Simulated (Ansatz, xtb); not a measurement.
# Ranking isomers of C4H3BrF2O2

5 gas-phase structures of C4H3BrF2O2, from a drawn sample of its isomers (lower ones may exist). Each was relaxed with GFN2-xTB; where two conformers were screened, the lower at r2SCAN-D4/def2-SVP is listed:

A. `COC(=O)C(Br)=C(F)F`, a singlet
B. `O=C(O)/C=C(\Br)C(F)F`, a singlet
C. `C=C(Br)OC(=O)C(F)F`, a singlet
D. `FC1=C(Br)O[C@H](F)OC1`, a singlet
E. `C=C(OC=O)C(F)(F)Br`, a singlet

Q: Which do you expect lowest at r2SCAN-D4/def2-SVP, and how would the others follow?

A: Calculated order at r2SCAN-D4/def2-SVP: B (0.0), A (45.1), E (52.3), C (76.0), D (88.6) kJ/mol.

Energies above the lowest of each column, in kJ/mol; the last columns are at B3LYP/def2-SVP geometries and were run for some of them only (a dash: not run or not comparable):

```csv
structure,GFN2-xTB,HF/STO-3G,r2SCAN-D4/def2-SVP,B3LYP/def2-SVP,CCSD(T)/def2-SVP + ΔMP2/def2-TZVPP
B,37.7,127.7,0.0,0.0,0.0
A,54.4,87.3,45.1,51.0,74.3
E,78.9,133.6,52.3,55.5,69.7
C,80.4,137.0,76.0,73.6,–
D,0.0,0.0,88.6,–,–
```

CCSD(T)/def2-SVP + ΔMP2/def2-TZVPP puts B lowest of those it was run on; GFN2-xTB picks D, HF/STO-3G picks D. CCSD(T)/def2-SVP + ΔMP2/def2-TZVPP orders those it was run on as B (0.0), E (69.7), A (74.3) kJ/mol. Flexible structures stand in one conformer each, not always the lowest. Frequencies (GFN2-xTB) were run for A, B, E alone. ΔMP2 is the change of the MP2 energy from the smaller to the larger basis.

Over these structures GFN2-xTB departs from r2SCAN-D4/def2-SVP by 34.6 kJ/mol on average once a common shift is removed. A GFN2-xTB relaxation took about 0.11 s and the r2SCAN-D4/def2-SVP energy about 2.5 s on a shared host (Ansatz 0.2.0, xtb 6.7.1).
